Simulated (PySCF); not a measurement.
CH₄BClO.
Numbering: `[CH3:1][B:2]([OH:3])[Cl:4]` (hydrogens: H5, H6, H7 on C1; H8 on O3)

Cartesian coordinates in Å at the PBE0-D3(BJ)/def2-SVP level; atoms count from 1:
```
atom  x, y, z in Å
C1    -0.418    0.554    1.184
B2     1.014    1.196    1.168
O3     2.157    0.532    0.909
Cl4    1.203    2.920    1.539
H5    -1.131    1.172    0.618
H6    -0.450   -0.473    0.788
H7    -0.790    0.530    2.222
H8     2.007   -0.397    0.708
```

The calculation used EOM-IP-CCSD/aug-cc-pVDZ in PySCF, restricted Hartree–Fock reference, frozen core, non-relativistic, gas phase, PBE0-D3(BJ)/def2-SVP geometry.

Hartree–Fock orbital energies give these Koopmans values (eV): HOMO 12.09, HOMO-1 12.48, HOMO-2 13.47, HOMO-3 14.76, HOMO-4 14.80, HOMO-5 16.00, HOMO-6 16.58, HOMO-7 17.56.

**Question.** What vertical ionisation energies does EOM-IP-CCSD give?

**Answer.** 
```tsv
leading hole (HF orbital)	Koopmans (eV)	EOM-IP-CCSD (eV)	change (eV)	one-hole share
HOMO	12.09	11.28	-0.81	0.96
HOMO-1	12.48	11.70	-0.78	0.95
HOMO-2	13.47	12.34	-1.13	0.95
HOMO-3	14.76	13.44	-1.32	0.95
HOMO-4	14.80	13.83	-0.97	0.96
HOMO-5	16.00	14.91	-1.09	0.95
HOMO-6	16.58	15.47	-1.11	0.95
HOMO-7	17.56	15.74	-1.82	0.94
```

**Question.** Does the order of the lines follow the orbital energies?

**Answer.** Yes, no two lines change places. The corrections run from -1.82 to -0.78 eV, with a mean of -1.13 eV over the 8 lines; no line lies above its Koopmans value.

**Question.** At what kinetic energies would He II light (40.81 eV) eject these electrons?

**Answer.** 29.53 eV (HOMO), 29.11 eV (HOMO-1), 28.47 eV (HOMO-2), 27.37 eV (HOMO-3), 26.98 eV (HOMO-4), 25.90 eV (HOMO-5), 25.34 eV (HOMO-6), 25.07 eV (HOMO-7).

**Question.** What total energy has the lowest final state, and which wavelength reaches it?

**Answer.** E(CCSD) + ionisation energy = -599.99981 + 0.41452 = -599.58529 Eh, at the geometry of the initial state. The threshold wavelength is 1239.84 eV nm/11.28 eV = 109.9 nm.

One root was sought for each valence orbital with −ε under 21 eV, eight at most, so deeper holes and satellites are missing; no vibrational structure.

One conformer stands for the species.
